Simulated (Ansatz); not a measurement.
`C/C=[N]\[InH2]` + NH₃ → `[NH2][InH2]` + `CC=N` at 500 K and 1 bar (ligand exchange at the In–N bond).

Isolated molecules relaxed with PBE0-D4/def2-TZVP in Ansatz; ΔE leaves out vibrations. CCSD(T)/CBS is the MP2 limit (def2-TZVPP, def2-QZVPP) plus CCSD(T) − MP2 in def2-TZVPP, frozen cores. This one scheme is used for every species. def2 core potentials past Kr. For In outer-core shells are correlated without core-valence functions, which leaves a few kJ/mol of doubt a bond. Each species was taken in one conformer, which may not be the lowest.

```csv
species,CCSD(T)/CBS energy (Eh),H − E (kJ/mol),S (J/(mol·K))
`C/C=[N]\[InH2]`,-324.18380,225.6,406.2
NH₃,-56.50880,108.2,211.8
`[NH2][InH2]`,-246.90424,126.5,321.9
`CC=N`,-133.79309,207.6,299.1
```

H − E and S are ideal-gas, rigid-rotor, harmonic terms from PBE0-D4/def2-TZVP, for one conformer and one mirror image of each species. 1 Eh = 2625.50 kJ/mol, R = 8.31446 J/(mol·K).

**Question.** By hand: ΔE, ΔH, ΔS and ΔG.

**Answer.** ΔE = (-246.90424) + (-133.79309) − (-324.18380) − (-56.50880) = -0.00473 Eh = -12.4 kJ/mol. Δ(H − E) = 126.5 + 207.6 − 225.6 − 108.2 = 0.3, so ΔH = -12.1 kJ/mol. ΔS = 321.9 + 299.1 − 406.2 − 211.8 = 3.0 J/(mol·K). ΔG = -12.1 − 500 × (3.0)/1000 = -13.6 kJ/mol.

**Question.** By hand: the equilibrium constant, and the temperature at which ΔG would vanish if ΔH and ΔS stayed fixed.

**Answer.** log₁₀ K = −ΔG/(RT ln 10) = 1.4. ΔH and −TΔS have one sign here, so there is no such temperature. One of them is within its doubt of zero, so this could turn.

The number of gas molecules stays the same, so ΔS is small and ΔH decides. A doubt of 5 kJ/mol in ΔE shifts log₁₀ K by 0.5 here. Other conformers and mirror images would add mixing entropy, several J/(mol·K) or more a flexible species. These are equilibria of isolated gas molecules and say nothing of rates. Largest T1 diagnostic: 0.017 (customary marks: 0.02 for closed shells, 0.045 for open ones).
